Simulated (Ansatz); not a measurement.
```xyz
3

Ti    0.0000    0.0000   -0.4199
O     0.0000    1.4317    0.5774
O     0.0000   -1.4317    0.5774
```

Basis set: def2-TZVP (spherical functions). Left uncorrelated: 7 orbitals. Charge 0, multiplicity 1.

Computed with Ansatz (development build ahead of 0.2.0); each method stands on the lowest determinant of its kind that the runs found. Restricted open shells among the atoms or ions are ROHF, correlated in semicanonical orbitals with singles.

The atomization energy at this shape (free ground-state atoms in the same class of orbitals less the molecule, no zero-point energy) of singlet TiO2:

```tsv
method	atomization energy
RHF	322.0 kJ/mol
```

Task: What does RHF-MP2 give?

Result: 1408.7 kJ/mol. Caution: in another basis set an unrestricted determinant lies well below; other spin multiplicities were not run.
